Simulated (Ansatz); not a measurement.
Basis-set extrapolation for CH6NOSi, SMILES `C[N][SiH2]O` radical (PBE0-D4/def2-TZVP geometry, frozen core, Ansatz 0.2.0). Multiplicity 2, UHF reference.

```
                      def2-TZVPP   def2-QZVPP
                 HF  -459.714090  -459.732092
    MP2 correlation    -0.707223    -0.761107
CCSD(T) correlation    -0.777509      not run
```

Energies in hartree. Use E(X) = E(∞) + A·exp(−7.88·√X) for Hartree–Fock and E(X) = E(∞) + B·X^(−2.97) for correlation, with X = 3 and 4, and add CCSD(T) minus MP2 of the smaller set to the MP2 limit.

What is the CCSD(T) energy at the basis-set limit?

HF limit: -459.732092 + (-0.018002) × 0.13774 = -459.73457. MP2 limit: -0.761107 + (-0.053884) × 0.74074 = -0.80102. Higher-order term: -0.777509 − (-0.707223) = -0.07029. Total: -460.60588 hartree, 71.7 kcal/mol below CCSD(T)/def2-TZVPP.
